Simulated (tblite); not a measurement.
F₂H₄S₂Si₂ (charge +1 and doublet state).
Z-matrix (Å and degrees, GFN2-xTB geometry), rows numbered from 1:
```
F 
Si  1  1.5742
F   2  1.5791  1  106.80
S   2  2.1509  1  111.29  3   119.87
S   2  2.1352  1  111.54  3  -120.10
Si  5  2.2881  2  108.59  1   129.96
H   4  1.3366  2   96.63  1    35.33
H   6  1.4603  5   99.76  2    63.69
H   6  1.4527  5   97.84  2  -176.62
H   6  1.4568  5  101.62  2   -54.64
```

Structure optimised with GFN2-xTB, isolated species. This method treats the open shell by occupation alone, without spin polarisation.

Take the most abundant isotopes and a rigid rotor. The values belong to one conformer with, in the numbering `[F:1][Si:2]([F:3])([SH+:4])[S:5][SiH3:6]`, F1–Si2–S4–H 35°, F1–Si2–S5–Si6 130°.

Problem. What are A, B and C (MHz)?

Solution. Ia = 227.53, Ib = 564.40, Ic = 602.26 u·Å²; 505379 MHz·u·Å²/I gives A = 2221, B = 895.4, C = 839.1 MHz.

Problem. What kind of rotor is it?

Solution. A near-prolate asymmetric top; Ray's κ = -0.919.

Problem. What does the inertial defect say?

Solution. Not planar: Δ = Ic − Ia − Ib = -189.68 u·Å². For a rigid frame Δ = −2 Σ m c², so Σ m c² = 94.84 u·Å² lies off the ab plane: 3.86 from hydrogen and 90.98 from heavier atoms. The atom farthest from that plane is 1.45 Å away.

Problem. Give the other two planar moments, Paa and Pbb, and the rms extents of the mass along the axes.

Solution. Paa = Σ m a² = (Ib + Ic − Ia)/2 = 469.56 and Pbb = Σ m b² = (Ia + Ic − Ib)/2 = 132.69 u·Å². With the mass M = 161.93 u, the rms extents √(P/M) along a, b and c are 1.70, 0.91, 0.77 Å.

Problem. Give the coordinates in the principal-axis frame, origin at the centre of mass.

Solution. The sense of each axis is arbitrary; atoms in the order of the calculation.
```json
{"atom": "F1", "mass (u)": "18.998", "a (Å)": "1.468", "b (Å)": "-1.573", "c (Å)": "-0.710"}
{"atom": "Si2", "mass (u)": "27.977", "a (Å)": "0.718", "b (Å)": "-0.397", "c (Å)": "0.020"}
{"atom": "F3", "mass (u)": "18.998", "a (Å)": "0.313", "b (Å)": "-0.932", "c (Å)": "1.449"}
{"atom": "S4", "mass (u)": "31.972", "a (Å)": "1.982", "b (Å)": "1.332", "c (Å)": "0.218"}
{"atom": "S5", "mass (u)": "31.972", "a (Å)": "-1.028", "b (Å)": "0.205", "c (Å)": "-1.052"}
{"atom": "Si6", "mass (u)": "27.977", "a (Å)": "-2.792", "b (Å)": "0.268", "c (Å)": "0.404"}
{"atom": "H7", "mass (u)": "1.008", "a (Å)": "2.625", "b (Å)": "1.188", "c (Å)": "-0.945"}
{"atom": "H8", "mass (u)": "1.008", "a (Å)": "-2.335", "b (Å)": "1.327", "c (Å)": "1.300"}
{"atom": "H9", "mass (u)": "1.008", "a (Å)": "-3.829", "b (Å)": "0.606", "c (Å)": "-0.556"}
{"atom": "H10", "mass (u)": "1.008", "a (Å)": "-2.757", "b (Å)": "-1.075", "c (Å)": "0.966"}
```

Problem. Estimate the classical rotational partition function at 100 K, 200 K and 298.15 K.

Solution. Point group C1, symmetry number σ = 1; q = (√π/σ)·√((kT/h)³/(ABC)), k/h = 20836.6 MHz/K: 130000 at 100 K, 369000 at 200 K, 672000 at 298.15 K.

For this open shell read J as N, the rotation without spin; fine and hyperfine splittings come on top. Its lowest GFN2-xTB frequency is 15 cm⁻¹, too small to tell a flat minimum from a shallow saddle. Constants of a rigid frame at the computed geometry: no zero-point averaging, no centrifugal distortion.

On Arm Neoverse V1, one thread, shared host with 32 logical CPUs at a one-minute load of 45, this took 1.0 s of wall time. This is the geometry optimisation.
